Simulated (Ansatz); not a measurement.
F2Si, SMILES `F[Si]F` (excited triplet) (charge 0, multiplicity 3). This triplet is an excited state, 3.20 eV above the relaxed singlet at the level composite: frozen-core CCSD(T) with HF/cc-pV5Z and the correlation energy extrapolated as X^-3 from cc-pVQZ and cc-pV5Z, plus CCSDT(Q) minus CCSD(T) in cc-pVTZ // PBE0-D3(BJ)/def2-TZVP (Ansatz, an electronic-structure program).

Cartesian coordinates (Å):
SMILES: [Si](F)F
```xyz
3

F     -1.3371    -0.2923     0.0000
Si    -0.0005     0.5825     0.0000
F      1.3376    -0.2902     0.0000
```
Charge 0, spin multiplicity 3.

Frozen-core energies in cc-pVTZ from Ansatz at a geometry from PBE0-D3(BJ)/def2-TZVP; the HF reference has <S^2> = 2.00 and the T1 diagnostic is 0.016.

```tsv
level	energy (Ha)
HF	-487.91606
MP2	-488.48774
CCSD	-488.49064
CCSD(T)	-488.50810
```

Question: Estimate the energies of CCSDT and CCSDT(Q), and give each level's difference from CCSDT(Q).

Answer: 
| level | energy (Ha) | difference from CCSDT(Q) (mHa) |
|---|---|---|
| MP2 | -488.48774 | 21.41 |
| CCSD | -488.49064 | 18.51 |
| CCSD(T) | -488.50810 | 1.05 |
| CCSDT | -488.50849 | 0.66 |
| CCSDT(Q) | -488.50915 | 0.00 |
